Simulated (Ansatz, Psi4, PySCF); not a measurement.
C₅H₁₂BO₃, doublet, geometry from GFN2-xTB. Base run: BLYP/STO-3G (PySCF).

PySCF was given this input:
```python
from pyscf import gto, scf, dft

mol = gto.M(
    atom='''
C    -1.038608    1.914197   -0.315680
O     0.083609    1.155551   -0.210999
B     0.164331   -0.190855    0.081129
O    -0.842496   -1.088084   -0.043477
C    -2.152552   -0.802190   -0.483841
C    -3.148637   -0.910031    0.665451
O     1.354241   -0.707295    0.471965
C     2.518424    0.087272    0.609710
C     3.197767    0.330704   -0.732947
H    -0.942542    2.750338   -0.986495
H    -1.677569    1.994707    0.549205
H    -2.188043    0.213636   -0.917846
H    -2.391264   -1.536173   -1.261966
H    -2.916938   -0.177380    1.434680
H    -3.096137   -1.901179    1.107761
H    -4.156027   -0.733925    0.298053
H     2.263803    1.046839    1.074998
H     3.181756   -0.471773    1.277143
H     2.532403    0.892137   -1.383390
H     3.432400   -0.618394   -1.207521
H     4.115313    0.894360   -0.586330
''',
    basis='sto-3g',
    charge=0,
    spin=1,
    verbose=4,
)

mf = dft.UKS(mol)
mf.xc = 'blyp'
mf.kernel()
```

The same geometry, method and basis name were run in Ansatz (a first-principles code) and Psi4 and PySCF, at each program's defaults and at the settings that a row names. The base is PySCF at its defaults. Differences at the defaults can come from grids, fitting, cores and function types together.

```tsv
code and settings	ΔE vs base (µEh)	basis functions	E (Eh)	SCF cycles	dipole (D)
PySCF, defaults (exact integrals, its default grid, spherical functions)	0.0	57	-442.31416	11	0.92
Psi4, defaults (density fitting with its default set, its default grid, spherical functions)	-3042	57	-442.31721	10	0.92
Ansatz, defaults (factorised integrals, its default grid, spherical functions)	-11.7	57	-442.31418	-	-
PySCF, density fitting with def2-universal-jkfit	-3059	57	-442.31722	11	0.92
PySCF, fine grid	0.5	57	-442.31416	11	0.92
Psi4, exact integrals, spherical functions, fine grid	-0.6	57	-442.31416	13	0.92
Ansatz, high accuracy	-0.3	57	-442.31416	-	-
```

Open shells are given as the SCF converged; they aren't shown to be the lowest states, and a large step between rows can be another state.
